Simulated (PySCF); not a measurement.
**Basis and Hamiltonian dependence of the electron affinity of In**

In⁻ [Kr] 4d10 5s2 5p2 (3P) → In [Kr] 4d10 5s2 5p1 (2P). Calculated with PySCF 2.14 from differences of total energies of unrestricted determinants, without spin-orbit coupling. Values in eV.

```json
{"basis": "aug-cc-pVDZ-PP with ECP28MDF", "Hamiltonian": "ECP", "functions": "32", "UHF": "0.082", "PBE": "0.529", "PBE0": "0.492", "MP2 (valence)": "0.319", "CCSD(T) (valence)": "0.369", "CCSD(T) (valence and next inner shell)": "n/a"}
{"basis": "aug-cc-pVTZ-PP with one added diffuse shell each of d, f type with ECP28MDF", "Hamiltonian": "ECP", "functions": "67", "UHF": "0.076", "PBE": "0.531", "PBE0": "0.489", "MP2 (valence)": "0.359", "CCSD(T) (valence)": "0.420", "CCSD(T) (valence and next inner shell)": "n/a"}
{"basis": "aug-cc-pVTZ-DK3", "Hamiltonian": "spin-free X2C", "functions": "68", "UHF": "0.076", "PBE": "0.540", "PBE0": "0.496", "MP2 (valence)": "0.358", "CCSD(T) (valence)": "0.419", "CCSD(T) (valence and next inner shell)": "n/a"}
{"basis": "ANO-RCC-VTZP", "Hamiltonian": "spin-free X2C", "functions": "68", "UHF": "-0.195", "PBE": "0.197", "PBE0": "0.223", "MP2 (valence)": "-0.004", "CCSD(T) (valence)": "0.019", "CCSD(T) (valence and next inner shell)": "0.013"}
{"basis": "x2c-TZVPPall with one added diffuse shell each of s, p, d, f type", "Hamiltonian": "spin-free X2C", "functions": "76", "UHF": "0.079", "PBE": "0.527", "PBE0": "0.492", "MP2 (valence)": "0.356", "CCSD(T) (valence)": "0.416", "CCSD(T) (valence and next inner shell)": "0.395"}
{"basis": "def2-QZVPPD with the def2 core potential (28 electrons)", "Hamiltonian": "ECP", "functions": "88", "UHF": "0.033", "PBE": "0.434", "PBE0": "0.422", "MP2 (valence)": "0.315", "CCSD(T) (valence)": "0.373", "CCSD(T) (valence and next inner shell)": "n/a"}
{"basis": "aug-cc-pVQZ-PP with ECP28MDF", "Hamiltonian": "ECP", "functions": "92", "UHF": "0.075", "PBE": "0.548", "PBE0": "0.497", "MP2 (valence)": "0.372", "CCSD(T) (valence)": "0.429", "CCSD(T) (valence and next inner shell)": "n/a"}
{"basis": "aug-cc-pwCVTZ-PP with ECP28MDF", "Hamiltonian": "ECP", "functions": "96", "UHF": "0.073", "PBE": "0.532", "PBE0": "0.489", "MP2 (valence)": "0.356", "CCSD(T) (valence)": "0.417", "CCSD(T) (valence and next inner shell)": "n/a"}
{"basis": "aug-cc-pVQZ-DK3", "Hamiltonian": "spin-free X2C", "functions": "102", "UHF": "0.074", "PBE": "0.549", "PBE0": "0.500", "MP2 (valence)": "0.371", "CCSD(T) (valence)": "0.428", "CCSD(T) (valence and next inner shell)": "n/a"}
{"basis": "aug-cc-pwCVTZ-DK3", "Hamiltonian": "spin-free X2C", "functions": "109", "UHF": "0.073", "PBE": "0.539", "PBE0": "0.495", "MP2 (valence)": "0.356", "CCSD(T) (valence)": "0.417", "CCSD(T) (valence and next inner shell)": "n/a"}
{"basis": "aug-cc-pVQZ-PP with one added diffuse shell each of s, p, d, f, g type with ECP28MDF", "Hamiltonian": "ECP", "functions": "117", "UHF": "0.075", "PBE": "n/a", "PBE0": "0.504", "MP2 (valence)": "0.373", "CCSD(T) (valence)": "n/a", "CCSD(T) (valence and next inner shell)": "n/a"}
{"basis": "dyall-av2z", "Hamiltonian": "non-relativistic", "functions": "130", "UHF": "0.160", "PBE": "0.605", "PBE0": "0.577", "MP2 (valence)": "0.397", "CCSD(T) (valence)": "0.445", "CCSD(T) (valence and next inner shell)": "n/a"}
{"basis": "aug-cc-pV5Z-PP with ECP28MDF", "Hamiltonian": "ECP", "functions": "139", "UHF": "0.074", "PBE": "0.548", "PBE0": "0.496", "MP2 (valence)": "0.377", "CCSD(T) (valence)": "n/a", "CCSD(T) (valence and next inner shell)": "n/a"}
{"basis": "aug-cc-pwCVQZ-PP with ECP28MDF", "Hamiltonian": "ECP", "functions": "169", "UHF": "0.073", "PBE": "0.545", "PBE0": "0.495", "MP2 (valence)": "0.371", "CCSD(T) (valence)": "n/a", "CCSD(T) (valence and next inner shell)": "n/a"}
```

Extrapolation of MP2 (valence) from aug-cc-pVQZ-PP with ECP28MDF and aug-cc-pV5Z-PP with ECP28MDF: the correlation parts are 0.297 and 0.303 eV; with the X⁻³ form and unrounded values, (5³ × 0.303 − 4³ × 0.297)/(5³ − 4³) = 0.309 eV, and adding the Hartree-Fock value 0.074 eV of the larger basis gives 0.383 eV.

Extrapolation of CCSD(T) (valence) from aug-cc-pVTZ-DK3 and aug-cc-pVQZ-DK3: the correlation parts are 0.343 and 0.354 eV; with the X⁻³ form and unrounded values, (4³ × 0.354 − 3³ × 0.343)/(4³ − 3³) = 0.362 eV, and adding the Hartree-Fock value 0.074 eV of the larger basis gives 0.436 eV.

Extrapolation of MP2 (valence) from aug-cc-pwCVTZ-PP with ECP28MDF and aug-cc-pwCVQZ-PP with ECP28MDF: the correlation parts are 0.283 and 0.297 eV; with the X⁻³ form and unrounded values, (4³ × 0.297 − 3³ × 0.283)/(4³ − 3³) = 0.308 eV, and adding the Hartree-Fock value 0.073 eV of the larger basis gives 0.382 eV.

Frozen in the all-electron rows: valence: [Kr] 4d10; valence and next inner shell: [Ar] 3d10; with a core potential, the same shells as far as they lie outside it.

Non-relativistic rows lack the scalar-relativistic shift.

In most of these bases the highest occupied level of the anion is positive at PBE, PBE0, so the basis helps to hold the electron.

Between the lowest levels the reference is 0.384 eV (measured; photodetachment measurements, as compiled on the Wikipedia data page of electron affinities); it includes spin-orbit coupling, which these numbers lack.
